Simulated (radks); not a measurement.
The numbers below are computed, except where a source is named.
Species: Ir+. Configuration: [Xe] 4f14 5d7 6f1 (not the ground configuration).

Level of theory: Dirac Kohn-Sham, LDA (Slater exchange, Perdew-Wang correlation), spin-unpolarised, spherical densities, point nucleus; open shells fill j = l - 1/2 first (a radial shooting solver on a logarithmic mesh with Libxc functionals).

Energy parts (Ry):
| part | energy |
|---|---|
| total | -35694.0928 |
| kinetic | 40679.3718 |
| electron-nucleus | -89533.4297 |
| Hartree | 13836.5431 |
| exchange-correlation | -676.5780 |

Orbitals (lengths in bohr, moments of r in powers of bohr):
orbital  occ.  eigenvalue (Ry)       <r^4>      <r^2>
1s1/2       2        -5583.998   4.818e-07  0.0004198
2s1/2       2        -977.0969  0.00007093   0.006365
2p1/2       2        -936.2377  0.00004237   0.004520
2p3/2       4        -816.7248  0.00006399   0.005712
3s1/2       2        -229.3285    0.002598    0.04145
3p1/2       2        -211.0001    0.002275    0.03787
3p3/2       4        -184.8380    0.003085    0.04436
3d3/2       4        -154.1578    0.002064    0.03415
3d5/2       6        -148.5004    0.002263    0.03592
4s1/2       2        -49.73714     0.05954     0.2027
4p1/2       2        -42.00878     0.06412     0.2075
4p3/2       4        -35.80269     0.08673     0.2416
4d3/2       4        -23.11735      0.1066     0.2582
4d5/2       6        -21.96543      0.1170     0.2705
4f5/2       6         -5.81250      0.2573     0.3462
4f7/2       8         -5.58295      0.2739     0.3565
5s1/2       2         -8.31156       1.688      1.075
5p1/2       2         -5.87651       2.485      1.280
5p3/2       4         -4.86834       3.587      1.533
5d3/2       4         -1.68077       16.02      3.000
5d5/2       3         -1.58394       18.50      3.219
6f5/2       1         -0.13400       77220      235.0
6f7/2       0         -0.13393       77310      235.1

The highest occupied level is 6f5/2 at -1.823 eV. Summed over all electrons, <r^2> = 277.6 bohr^2, which gives a Langevin (diamagnetic) susceptibility term of -220 x 10^-6 cm^3/mol.
